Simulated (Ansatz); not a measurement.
Geometry optimisation, RKS PBE0-D4/def2-SVP (Ansatz).

input.yaml

```yaml
crystal:
  periodic: [false, false, false]
  atoms:
    - { symbol: Ge, position_ang: [0.145335, 0.0, 0.102897] }
    - { symbol: H, position_ang: [0.545695, 0.0, 1.570749] }
    - { symbol: H, position_ang: [1.662708, 0.0, -0.008688] }
    - { symbol: Cl, position_ang: [-0.854519, 1.745547, -0.604229] }
    - { symbol: Cl, position_ang: [-0.854519, -1.745547, -0.604229] }
basis:
  gaussian: { orbitals: def2-SVP }
hamiltonian:
  xc: pbe0
  dispersion: d4
relax:
  f_tol: 0.03
  max_steps: 50
```

Command:

```bash
$ ansatz run input.yaml --threads 1 --pin off --max-ram 2048MiB --backend cpu --events-out ev --progress --plain --runs-dir out
```

Question: Where does it end, and by what steps?

Answer: The run converged. After 4 steps the energy has fallen by 0.766 eV; H3 moved furthest, 0.39 Å.

```csv
step,energy less start (eV),largest force component (eV/Å),accepted
0,0.0000,1.759,yes
1,-0.5730,0.849,yes
2,-0.7489,0.557,yes
3,-0.7632,0.223,yes
4,-0.7658,0.013,yes
```

```xyz
5
Properties=species:S:1:pos:R:3
Ge 0.274 0.000 0.194
H 0.190 0.000 1.722
H 1.687 0.000 -0.394
Cl -0.753 1.743 -0.533
Cl -0.753 -1.743 -0.533
```

The run took 16 s on 1 thread of Arm Neoverse V1, on a shared host, peak memory 0.16 GiB.
